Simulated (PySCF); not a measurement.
Which determinant of ZnS⁺ lies lowest?

Unrestricted PBE0; basis Zn 6-31G(d,p), S 6-31G(d,p); no relativity; PySCF 2.14. Outer shells of the fragments: Zn+ 3d10 4s1; S 3s2 3p4.

Followed along the bond (rough minima from three points):

| 2Ms+1 | unpaired | ⟨S²⟩ at the start | R at minimum (Å) | Te (eV) |
| --- | --- | --- | --- | --- |
| 2 | π ↑ | 0.76 | 2.14 | 0.00 |
| 4 | σ ↑, π ↑↑ | 3.75 | none in the scan | ≤ 0.97 |
| 2 | σ ↓, π ↑↑ | 1.75 | none in the scan | ≤ 1.14 |
| 2 | σ ↑, π ↑↓ | 1.76 | none in the scan | ≤ 1.52 |

Solutions found at the starting distance of 2.275 Å, counted from the lowest of them; the search is not exhaustive and high or unbound solutions are not listed, so other states can lie among these:

```tsv
2Ms+1	unpaired	term	E (eV)	⟨S²⟩	⟨Lz²⟩	μ (D)
2	π ↑	²Π	0.00	0.76	1.01	-4.38
4	σ ↑, π ↑↑	⁴Σ⁻	1.03	3.75	0.00	1.10
2	σ ↓, π ↑↑	mixed	1.20	1.75	0.00	1.09
2	σ ↑, π ↑↓	mixed	1.57	1.76	2.01	1.07
4	σ ↑↑, π ↑	⁴Π	2.62	3.75	1.01	0.00
2	σ ↑	mixed	2.99	0.75	2.00	1.02
4	π ↑↑↑	⁴Π	5.03	3.76	1.00	0.93
4	σ ↑, π ↑↑	mixed	6.71	3.76	2.01	-0.09
4	σ ↑, π ↑↑	mixed	6.88	3.76	2.01	-0.12
2	σ ↑, π ↑, δ ↓	mixed	9.49	1.76	4.98	-1.97
```

A term symbol is given only where ⟨S²⟩ and ⟨Lz²⟩ are close to those of a pure state; real π, δ and φ orbitals otherwise mix terms. A positive dipole points towards S; it is taken about the centre of mass and depends on that origin.

Counting both spins, an empty level lies below a filled one in some of these solutions, because spin and occupation are held.
